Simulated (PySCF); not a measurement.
Species: NbSeMe3, C₃H₉NbSe (singlet state).
Bonds: Nb1–Se2, Nb1–C3, Nb1–C7, Nb1–C11. Hydrogens: H4, H5, H6 on C3; H8, H9, H10 on C7; H12, H13, H14 on C11.

Computed by this run: PySCF 2.14.0, PBE0-D3(BJ)/def2-SVP geometry optimisation, gas phase, def2 core potentials past Kr; density fitting, grid level 1; the optimiser is geomeTRIC in internal coordinates, started from a GFN2-xTB structure with every atom displaced at random (about 0.03 Å).

Step 1: E = -70136.7797 eV
```
atom  x, y, z in Å  |  force x, y, z in eV/Å
Nb1     0.0443   -0.0140    0.3219   -0.855   0.566   0.070
Se2    -0.0346    0.0203    2.5675    0.099  -0.054   0.391
C3      2.1013   -0.0103   -0.1762    1.209   0.248   0.077
H4      2.7438    0.7967    0.2712   -0.631  -0.241  -0.190
H5      2.2928    0.0196   -1.2699   -0.206  -0.030   0.024
H6      2.5843   -0.9324    0.2086   -0.223  -0.090  -0.083
C7     -1.0660    1.7997   -0.1497    0.206  -0.409   0.134
H8     -2.0862    1.7345    0.2597   -0.080  -0.140   0.097
H9     -1.1659    1.9433   -1.2340    0.103   0.029  -0.319
H10    -0.6193    2.7032    0.2951    0.139  -0.014  -0.030
C11    -1.0549   -1.7869   -0.1781    0.238   0.369  -0.461
H12    -2.0891   -1.7491    0.1825   -0.196   0.078   0.138
H13    -0.5890   -2.6868    0.2272    0.179  -0.322   0.176
H14    -1.0808   -1.8816   -1.2825    0.017   0.010  -0.022
```

Step 2: E = -70136.8619 eV
```
atom  x, y, z in Å  |  force x, y, z in eV/Å
Nb1     0.0146    0.0123    0.3662    0.252  -0.320   0.926
Se2    -0.0315    0.0215    2.6513    0.055  -0.022  -0.401
C3      2.0822    0.0016   -0.1776   -0.008  -0.398  -0.246
H4      2.6723    0.8119    0.2541    0.097   0.373   0.194
H5      2.2145    0.0367   -1.2774   -0.100  -0.007  -0.004
H6      2.5472   -0.9361    0.1856   -0.106   0.005  -0.034
C7     -1.0363    1.7496   -0.1492   -0.313   0.411  -0.291
H8     -2.0649    1.6824    0.2520    0.049   0.010  -0.021
H9     -1.0981    1.8638   -1.2516    0.043  -0.019   0.062
H10    -0.5727    2.6538    0.2804    0.005   0.004  -0.021
C11    -1.0419   -1.7473   -0.1871    0.026  -0.123  -0.173
H12    -2.0857   -1.7141    0.1740    0.061  -0.004  -0.003
H13    -0.5664   -2.6606    0.2168   -0.054   0.091  -0.015
H14    -1.0526   -1.8191   -1.2943   -0.009   0.001   0.028
```

Step 3: E = -70136.8979 eV
```
atom  x, y, z in Å  |  force x, y, z in eV/Å
Nb1     0.0154    0.0048    0.4143    0.046   0.074   0.110
Se2    -0.0083   -0.0030    2.6816    0.021  -0.010   0.054
C3      2.0689   -0.0095   -0.1727   -0.116  -0.197  -0.116
H4      2.6454    0.8194    0.2567    0.081   0.137   0.089
H5      2.1535    0.0332   -1.2761   -0.050   0.012  -0.002
H6      2.5291   -0.9541    0.1717    0.005   0.031   0.002
C7     -1.0385    1.7647   -0.1557   -0.035   0.014  -0.155
H8     -2.0727    1.7078    0.2329    0.060   0.037  -0.043
H9     -1.0741    1.8527   -1.2633    0.013  -0.037   0.145
H10    -0.5695    2.6733    0.2593   -0.021  -0.006  -0.006
C11    -1.0242   -1.7472   -0.1876    0.006  -0.180  -0.041
H12    -2.0707   -1.7216    0.1698    0.084  -0.020  -0.027
H13    -0.5481   -2.6663    0.2078   -0.088   0.133  -0.047
H14    -1.0258   -1.7980   -1.2955   -0.005   0.011   0.036
```

Step 4: E = -70136.9070 eV
```
atom  x, y, z in Å  |  force x, y, z in eV/Å
Nb1     0.0134    0.0054    0.4526   -0.058  -0.024  -0.067
Se2     0.0048   -0.0125    2.7204    0.006  -0.002   0.085
C3      2.0477   -0.0106   -0.1708   -0.005   0.060   0.025
H4      2.6230    0.8320    0.2548   -0.019  -0.097  -0.040
H5      2.0905    0.0411   -1.2758   -0.009   0.014  -0.004
H6      2.5168   -0.9547    0.1576    0.053   0.021   0.007
C7     -1.0262    1.7605   -0.1575    0.027   0.000  -0.025
H8     -2.0655    1.7216    0.2133    0.000   0.034  -0.021
H9     -1.0390    1.8202   -1.2640    0.001  -0.026   0.040
H10    -0.5555    2.6742    0.2430   -0.018   0.009   0.003
C11    -1.0156   -1.7459   -0.1897    0.034  -0.042   0.030
H12    -2.0631   -1.7307    0.1599    0.019  -0.011  -0.014
H13    -0.5428   -2.6673    0.1962   -0.034   0.054  -0.022
H14    -1.0079   -1.7772   -1.2968    0.001   0.012   0.004
```

**Question.** Estimate the geometry and energy of step 5. (The exact step hangs on the optimiser's Hessian estimate; all steps are aligned on step 4, rigid shifts and turns removed.)

**Answer.** E = -70136.9093 eV, largest force 0.092 eV/Å
```
atom  x, y, z in Å  |  force x, y, z in eV/Å
Nb1     0.0087    0.0019    0.4745   -0.042   0.036  -0.039
Se2     0.0070   -0.0215    2.7470    0.000  -0.001  -0.018
C3      2.0367   -0.0120   -0.1701   -0.060   0.003   0.026
H4      2.6120    0.8303    0.2485    0.026  -0.010  -0.006
H5      2.0562    0.0478   -1.2753    0.002   0.003  -0.005
H6      2.5210   -0.9521    0.1464    0.037   0.008  -0.006
C7     -1.0212    1.7598   -0.1577    0.053  -0.043   0.062
H8     -2.0655    1.7371    0.1980   -0.016   0.018  -0.010
H9     -1.0187    1.8002   -1.2635    0.002  -0.015  -0.020
H10    -0.5502    2.6771    0.2342   -0.005   0.004   0.001
C11    -1.0106   -1.7449   -0.1884    0.006  -0.003   0.036
H12    -2.0597   -1.7376    0.1538   -0.012  -0.005  -0.006
H13    -0.5394   -2.6672    0.1910    0.003  -0.004  -0.003
H14    -0.9957   -1.7629   -1.2952    0.006   0.010  -0.011
```

The energy changes by -0.0023 eV. The first-order estimate −F·Δx gives -0.0045 eV and the mean of the old and new forces, exact on a quadratic surface, -0.0026 eV. The step makes an angle of 73° with the force vector and moves no atom by more than 0.035 Å.

What follows is the cost of the whole optimisation. Time: 2.1 min; peak memory 0.57 GiB. Hardware: Arm Neoverse V2, one thread, shared host with 192 logical CPUs at a one-minute load of 79.
